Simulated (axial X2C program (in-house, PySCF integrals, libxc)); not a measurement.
# Working with the constants of YCl⁺

A bond curve at the CCSD(T) level, 2c, was computed with an in-house relativistic program for diatomic molecules (basis Y dyall-cv3z [11s12p9d6f3g], Cl dyall-av3z [9s8p3d2f] (cores contracted in-house)) for the state Ω = 1/2 (⟨Sz⟩ = 0.50, ⟨Lz⟩ = 0.00 at HF). Its fit gives Re = 2.3540 Å, ωe = 424.5 cm⁻¹, ωexe = 0.997 cm⁻¹ and αe = 4.058e-04 cm⁻¹; the masses are 88.9058 and 34.9689 u. Two-component means X2C with spin–orbit coupling and atomic mean-field Coulomb and Gaunt terms.

Correlated methods: 9 electrons correlated (number of frozen shells: Y 4 s, 3 p, 1 d; Cl 2 s, 1 p), 309 virtual spin orbitals or spinors in MP2, 90 natural virtuals in coupled cluster.

Find the reduced mass, Be and the force constant.

From the CCSD(T) values: μ = 25.0974 u. Be = 16.8576/(μ Re²) = 0.1212 cm⁻¹. k = 5.8918×10⁻⁷ μ ωe² = 2.66 mdyn/Å.

A Morse curve ties αe to the other constants (Pekeris). How well does that hold?

αe(Morse) = 6Be²/ωe × (√(ωexe/Be) − 1) = 3.879e-04 cm⁻¹; the CCSD(T) curve gives 4.058e-04 cm⁻¹, a ratio of 0.96.

Estimate the centrifugal constant by the Kratzer relation.

D = 4Be³/ωe² = 3.95e-08 cm⁻¹.

Where do the fundamental and the first overtone lie?

ν(1←0) = ωe − 2ωexe = 422.5 cm⁻¹; ν(2←0) = 2ωe − 6ωexe = 843.0 cm⁻¹.

The state is one determinant whose occupation by symmetry is held fixed; it was picked as the lowest of a PBE0 search that is not exhaustive. Coupled cluster ran in a truncated set of natural virtual spinors; the MP2 energy of the rest was added. (T) has no such correction and the atoms are truncated less, which lowers De at CCSD(T) by a hundredth of an eV or more. PBE0 can misorder states that lie within some tenths of an eV, so this need not be the ground state of the molecule. The nearest other 2c determinant of the search, Ω = 3/2, lies 0.46 eV up at the distance of the search. The outer-core s and p shells of the metal are frozen in the correlated rows, which leaves out core–valence correlation; for alkali and alkaline-earth bonds that tends to lengthen them. With the outer-core shells frozen, correlated bond lengths of heavy atoms tend to come out a few hundredths of an ångström too long.
